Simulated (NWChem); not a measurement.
System: C2H4F2Si; SMILES F/C=C(/F)[SiH3]

Input file for NWChem:

```
start job
memory heap 200 mb stack 900 mb global 1100 mb
geometry units angstroms noautosym nocenter noautoz
  F      0.627197    -1.877185     0.684427
  C     -0.458773    -1.312377     0.172475
  C     -0.482458    -0.022242    -0.172888
  F     -1.636051     0.450932    -0.683538
  Si     0.912845     1.238088    -0.034544
  H     -1.313698    -1.987078     0.062196
  H      2.118069     0.581876     0.540949
  H      0.461117     2.359942     0.839537
  H      1.209882     1.776120    -1.394292
end
basis spherical
  * library pcsseg-1
end
dft
  xc xpbe96 cpbe96
  iterations 150
end
property
  shielding 8 1 2 3 4 5 6 7 8
end
task dft property
```

NWChem printed, in part:

```
             Northwest Computational Chemistry Package (NWChem) 7.3.0
             --------------------------------------------------------

                             Geometry "geometry" -> ""
                             -------------------------

 Output coordinates in angstroms (scale by  1.889725989 to convert to a.u.)

  No.       Tag          Charge          X              Y              Z
 ---- ---------------- ---------- -------------- -------------- --------------
    1 F                    9.0000     0.62719700    -1.87718500     0.68442700
    2 C                    6.0000    -0.45877300    -1.31237700     0.17247500
    3 C                    6.0000    -0.48245800    -0.02224200    -0.17288800
    4 F                    9.0000    -1.63605100     0.45093200    -0.68353800
    5 Si                  14.0000     0.91284500     1.23808800    -0.03454400
    6 H                    1.0000    -1.31369800    -1.98707800     0.06219600
    7 H                    1.0000     2.11806900     0.58187600     0.54094900
    8 H                    1.0000     0.46111700     2.35994200     0.83953700
    9 H                    1.0000     1.20988200     1.77612000    -1.39429200

 Effective nuclear repulsion energy (a.u.)     218.4199146327

  pbe96 is a nonlocal functional; adding pw91lda local functional.
                              NWChem Property Module
                              ----------------------

  itol2e modified to match energy
  convergence criterion.

                                 NWChem DFT Module
                                 -----------------

 Summary of "ao basis" -> "ao basis" (spherical)
 ------------------------------------------------------------------------------
       Tag                 Description            Shells   Functions and Types
 ---------------- ------------------------------  ------  ---------------------
 F                          pcsseg-1                 7       17   3s3p1d
 C                          pcsseg-1                 7       17   3s3p1d
 Si                         pcsseg-1                10       24   4s5p1d
 H                          pcsseg-1                 3        5   2s1p

  itol2e modified to match energy
  convergence criterion.

            General Information
            -------------------
          SCF calculation type: DFT
          Wavefunction type:  closed shell.
          No. of atoms     :     9
          No. of electrons :    48
           Alpha electrons :    24
            Beta electrons :    24
          Charge           :     0
          Spin multiplicity:     1
          Use of symmetry is: off; symmetry adaption is: off
          Maximum number of iterations: 150
          AO basis - number of functions:   112
                     number of shells:    50
          Convergence on energy requested:  1.00D-07
          Convergence on density requested:  1.00D-05
          Convergence on gradient requested:  5.00D-04

              XC Information
              --------------
          PerdewBurkeErnzerhof Exchange Functional  1.000
            Perdew 1991 LDA Correlation Functional  1.000 local
           PerdewBurkeErnz. Correlation Functional  1.000 non-local

             Grid Information
             ----------------
          Grid used for XC integration:  fine
          Radial quadrature: Mura-Knowles
          Angular quadrature: Lebedev.
          Tag              B.-S. Rad. Rad. Pts. Rad. Cut. Ang. Pts.
          ---              ---------- --------- --------- ---------
          F                   0.50       70          11.0       590
          C                   0.70       70          11.0       590
          Si                  1.10      123          11.0       770
          H                   0.35       60          12.0       590
          Grid pruning is: on
          Number of quadrature shells:   643
          Spatial weights used:  Erf1

      Superposition of Atomic Density Guess
      -------------------------------------

 Sum of atomic energies:        -564.84533813

      Non-variational initial energy
      ------------------------------

 Total energy =    -566.673831
 1-e energy   =   -1215.968492
 2-e energy   =     430.874746
 HOMO         =      -0.262137
 LUMO         =       0.038444

   convergence    iter        energy       DeltaE   RMS-Dens  Diis-err
 ---------------- ----- ----------------- --------- --------- ---------
 d= 0,ls=0.0,diis     1   -567.1780987113 -7.86D+02  1.13D-02  1.22D+00
 d= 0,ls=0.0,diis     2   -567.0613759914  1.17D-01  8.15D-03  2.39D+00
 d= 0,ls=0.0,diis     3   -567.2585613144 -1.97D-01  2.16D-03  2.40D-01
 d= 0,ls=0.0,diis     4   -567.2746152070 -1.61D-02  1.25D-03  1.89D-02
 d= 0,ls=0.0,diis     5   -567.2754286026 -8.13D-04  6.22D-04  1.04D-02
  Resetting Diis
 d= 0,ls=0.0,diis     6   -567.2766490674 -1.22D-03  1.26D-04  3.37D-04
 d= 0,ls=0.0,diis     7   -567.2766900096 -4.09D-05  7.75D-05  2.81D-05
 d= 0,ls=0.0,diis     8   -567.2766803482  9.66D-06  5.31D-05  1.13D-04
 d= 0,ls=0.0,diis     9   -567.2766926057 -1.23D-05  1.28D-05  3.94D-06
 d= 0,ls=0.0,diis    10   -567.2766930689 -4.63D-07  3.45D-06  2.67D-07
 d= 0,ls=0.0,diis    11   -567.2766930967 -2.79D-08  5.49D-07  8.15D-09

         Total DFT energy =     -567.276693096729
      One electron energy =    -1218.812840656139
           Coulomb energy =      486.798608050518
    Exchange-Corr. energy =      -53.682375123852
 Nuclear repulsion energy =      218.419914632743

 Numeric. integr. density =       48.000004371492

                       DFT Final Molecular Orbital Analysis
                       ------------------------------------

 Vector   22  Occ=2.000000D+00  E=-3.208909D-01
              MO Center=  7.4D-01,  1.7D+00, -2.1D-01, r^2= 2.5D+00
   Bfn.  Coefficient  Atom+Function         Bfn.  Coefficient  Atom+Function
  ----- ------------  ---------------      ----- ------------  ---------------
   103      0.326333  8 H  s                108     -0.326599  9 H  s
    84      0.320809  5 Si pz               104      0.169366  8 H  s
   109     -0.169501  9 H  s                 87      0.132350  5 Si pz
    82     -0.107413  5 Si px                60     -0.102006  4 F  pz
    63     -0.097245  4 F  pz                78     -0.084103  5 Si pz

 Vector   23  Occ=2.000000D+00  E=-2.954399D-01
              MO Center= -3.3D-01,  1.2D-01, -1.6D-01, r^2= 3.2D+00
   Bfn.  Coefficient  Atom+Function         Bfn.  Coefficient  Atom+Function
  ----- ------------  ---------------      ----- ------------  ---------------
    59      0.246125  4 F  py                62      0.239209  4 F  py
    82      0.227153  5 Si px                42     -0.211575  3 C  py
    58      0.161620  4 F  px                25      0.159895  2 C  py
    93     -0.159533  6 H  s                 61      0.155003  4 F  px
    98      0.149923  7 H  s                 83      0.141653  5 Si py

 Vector   24  Occ=2.000000D+00  E=-2.267770D-01
              MO Center= -4.3D-01, -5.5D-01, -1.5D-02, r^2= 2.4D+00
   Bfn.  Coefficient  Atom+Function         Bfn.  Coefficient  Atom+Function
  ----- ------------  ---------------      ----- ------------  ---------------
    26      0.277171  2 C  pz                43      0.272159  3 C  pz
    46      0.219298  3 C  pz                63     -0.213810  4 F  pz
    12     -0.206842  1 F  pz                29      0.204319  2 C  pz
    60     -0.198084  4 F  pz                 9     -0.195202  1 F  pz
    23      0.127380  2 C  pz                40      0.124920  3 C  pz

 Vector   25  Occ=0.000000D+00  E=-4.696863D-02
              MO Center= -1.7D-01, -3.0D-01,  5.9D-03, r^2= 3.4D+00
   Bfn.  Coefficient  Atom+Function         Bfn.  Coefficient  Atom+Function
  ----- ------------  ---------------      ----- ------------  ---------------
    29      0.504752  2 C  pz                87     -0.477147  5 Si pz
   104      0.470732  8 H  s                109     -0.470589  9 H  s
    46     -0.407880  3 C  pz                26      0.334278  2 C  pz
    43     -0.274577  3 C  pz                27     -0.169304  2 C  px
    12     -0.168235  1 F  pz                85      0.160034  5 Si px

 Vector   26  Occ=0.000000D+00  E=-8.121286D-03
              MO Center=  2.0D-01,  6.2D-01, -1.1D-01, r^2= 5.0D+00
   Bfn.  Coefficient  Atom+Function         Bfn.  Coefficient  Atom+Function
  ----- ------------  ---------------      ----- ------------  ---------------
    99     -0.965235  7 H  s                 85      0.956573  5 Si px
    37      0.402013  3 C  s                 87      0.379326  5 Si pz
    94      0.374283  6 H  s                 44      0.336662  3 C  px
    54      0.290262  4 F  s                104      0.287686  8 H  s
   109      0.288097  9 H  s                 20     -0.251814  2 C  s

[...]

          -----------------------------------------
          Chemical Shielding Tensors (GIAO, in ppm)
          -----------------------------------------

                                NWChem CPHF Module
                                ------------------

  scftype          =     RHF
  nclosed          =       24
  nopen            =        0
  variables        =     2112
  # of vectors     =        3
  tolerance        = 0.10D-03
  level shift      = 0.00D+00
  max iterations   =       50
  max subspace     =       30

 SCF residual:    1.6860849565870745E-005

Iterative solution of linear equations
  No. of variables     2112
  No. of equations        3
  Maximum subspace       30
        Iterations       50
       Convergence  1.0D-04

   iter   nsub   residual    time
   ----  ------  --------  ---------
     1      3    9.92D-06      32.5

      Atom:    1  F
        Diamagnetic
    482.4458    -10.7009      8.9085
    -10.7009    470.0032     -5.0991
      8.9085     -5.0991    468.5509

        Paramagnetic
   -190.2887     37.2504    -56.3935
     37.2504   -208.7995     53.7073
    -56.3935     53.7073    -84.1863

        Total Shielding Tensor
    292.1572     26.5495    -47.4850
     26.5495    261.2038     48.6082
    -47.4850     48.6082    384.3646

           isotropic =     312.5752
          anisotropy =     150.6477

          Principal Components and Axis System
                 1           2           3
              413.0070    305.5143    219.2042

      1        -0.3087      0.7945     -0.5229
      2         0.2407      0.5971      0.7652
      3         0.9202      0.1104     -0.3755

      Atom:    2  C
        Diamagnetic
    255.5922     -4.4345      8.9478
     -4.4345    262.1014     -9.2632
      8.9478     -9.2632    237.7953

        Paramagnetic
   -317.1384    -12.4048    -50.2731
    -12.4048   -208.2986      9.1071
    -50.2731      9.1071   -176.8175

        Total Shielding Tensor
    -61.5462    -16.8393    -41.3252
    -16.8393     53.8029     -0.1561
    -41.3252     -0.1561     60.9778

           isotropic =      17.7448
          anisotropy =    -140.9022

          Principal Components and Axis System
                 1           2           3
              -76.1900     74.7976     54.6269

      1         0.9501     -0.3086     -0.0446
      2         0.1234      0.2407      0.9627
      3         0.2864      0.9202     -0.2668

      Atom:    3  C
        Diamagnetic
    262.2292     -0.6629      9.3879
     -0.6629    262.4091     -7.4553
      9.3879     -7.4553    239.8530

        Paramagnetic
   -301.9331     -4.7586    -44.5021
     -4.7586   -217.3249     11.9500
    -44.5021     11.9500   -183.5833

        Total Shielding Tensor
    -39.7039     -5.4215    -35.1142
     -5.4215     45.0842      4.4947
    -35.1142      4.4947     56.2697

           isotropic =      20.5500
          anisotropy =      73.0080

          Principal Components and Axis System
                 1           2           3
               69.2220    -51.3260     43.7540

      1        -0.3086      0.9504      0.0383
      2         0.2407      0.0391      0.9698
      3         0.9202      0.3085     -0.2408

      Atom:    4  F
        Diamagnetic
    484.2148     -8.3585      9.3423
     -8.3585    468.3587     -4.2364
      9.3423     -4.2364    467.1193

        Paramagnetic
   -158.8700     43.2907    -52.4866
     43.2907   -201.9954     57.8937
    -52.4866     57.8937    -68.8730

        Total Shielding Tensor
    325.3448     34.9322    -43.1443
     34.9322    266.3632     53.6573
    -43.1443     53.6573    398.2462

           isotropic =     329.9847
          anisotropy =     145.1448

          Principal Components and Axis System
                 1           2           3
              426.7480    339.0738    224.1324

      1        -0.3086      0.8442     -0.4383
      2         0.2406      0.5151      0.8227
      3         0.9202      0.1484     -0.3621

      Atom:    5  Si
        Diamagnetic
    882.7806      3.3052      0.7240
      3.3052    882.5817     -0.0782
      0.7240     -0.0782    878.3078

        Paramagnetic
   -442.7186     13.4411      0.0850
     13.4411   -461.0306      6.4810
      0.0850      6.4810   -455.1245

        Total Shielding Tensor
    440.0620     16.7463      0.8089
     16.7463    421.5512      6.4028
      0.8089      6.4028    423.1833

           isotropic =     428.2655
          anisotropy =      33.3897

          Principal Components and Axis System
                 1           2           3
              450.5253    424.5853    409.6858

      1         0.8421     -0.3083     -0.4425
      2         0.5191      0.2405      0.8202
      3         0.1465      0.9204     -0.3626

      Atom:    6  H
        Diamagnetic
     33.9518      7.2063      2.8097
      7.2063     31.7904     -0.6785
      2.8097     -0.6785     21.0748

        Paramagnetic
    -11.8374     -8.3303     -2.5761
     -8.3303     -6.4918     -0.4841
     -2.5761     -0.4841      1.6022

        Total Shielding Tensor
     22.1144     -1.1240      0.2336
     -1.1240     25.2986     -1.1626
      0.2336     -1.1626     22.6770

           isotropic =      23.3634
          anisotropy =       4.0538

          Principal Components and Axis System
                 1           2           3
               26.0659     22.2946     21.7296

      1        -0.2763     -0.3085      0.9102
      2         0.9031      0.2407      0.3557
      3        -0.3289      0.9203      0.2121

      Atom:    7  H
        Diamagnetic
     34.3570     -2.4426      4.7771
     -2.4426     26.3112     -1.9433
      4.7771     -1.9433     24.1189

        Paramagnetic
     -4.9166      1.4649     -2.5036
      1.4649      0.0418      0.8487
     -2.5036      0.8487      0.3490

        Total Shielding Tensor
     29.4404     -0.9777      2.2735
     -0.9777     26.3531     -1.0946
      2.2735     -1.0946     24.4679

           isotropic =      26.7538
          anisotropy =       5.9498

          Principal Components and Axis System
                 1           2           3
               30.7203     26.1213     23.4197

      1         0.8818      0.3568     -0.3085
      2        -0.2905      0.9261      0.2406
      3         0.3715     -0.1226      0.9203

      Atom:    8  H
        Diamagnetic
     24.5556     -1.2188     -1.3591
     -1.2188     32.6301      6.6491
     -1.3591      6.6491     27.1442

        Paramagnetic
      0.5620      0.7226      0.5328
      0.7226     -3.5131     -3.1232
      0.5328     -3.1232     -0.5285

        Total Shielding Tensor
     25.1176     -0.4962     -0.8263
     -0.4962     29.1171      3.5259
     -0.8263      3.5259     26.6156

           isotropic =      26.9501
          anisotropy =       7.1632

          Principal Components and Axis System
                 1           2           3
               31.7256     25.1453     23.9794

      1        -0.1327      0.9270      0.3509
      2         0.8056      0.3071     -0.5066
      3         0.5774     -0.2155      0.7875
```

Level: PBE/pcSseg-1, GIAO. Structure relaxed at the PBE0/def2-SVP level. The printed shielding anisotropy is the first printed principal value minus the mean of the other two.
